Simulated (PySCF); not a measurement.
## Vibration and rotation of CaH

UHF-CCSD(T) constants of CaH, ²Σ⁺ (doublet), unpaired electrons σ ↑ (PySCF, no relativity, basis sets Ca def2-SVP, H def2-SVP; masses 39.9626 and 1.0078 u):

* ωe: 1225.2 cm⁻¹
* ωexe: 18.9 cm⁻¹
* Be: 4.139 cm⁻¹
* αe: 0.106 cm⁻¹
* D (centrifugal): 0.000189 cm⁻¹
* De to Ca + H: 1.36 eV

(1) Give the vibrational terms G(v) and spacings up to v = 6.

(2) How well does the Morse estimate ωe²/(4ωexe) reproduce De, and what is D0?

Correlated steps freeze 5 core orbitals. Correlated levels converge slowly with the basis: in double zeta they bind strong bonds too weakly, by up to about 1 eV, and carry superposition errors of some tenths. The state is the lowest determinant that a PBE0 search found; another state may lie lower at other levels.

## Answers

(1) G(v) = ωe(v+½) − ωexe(v+½)².

```
v  G(v) (cm⁻¹)  G(v) − G(v−1)  Bv (cm⁻¹)
0          608                     4.086
1         1795           1187      3.980
2         2945           1150      3.874
3         4057           1112      3.768
4         5131           1074      3.662
5         6167           1036      3.556
6         7165            998      3.450
```

(2) It gives 2.46 eV, 181 % of the computed De. D0 = De − G(0) = 1.36 − 0.08 = 1.28 eV.
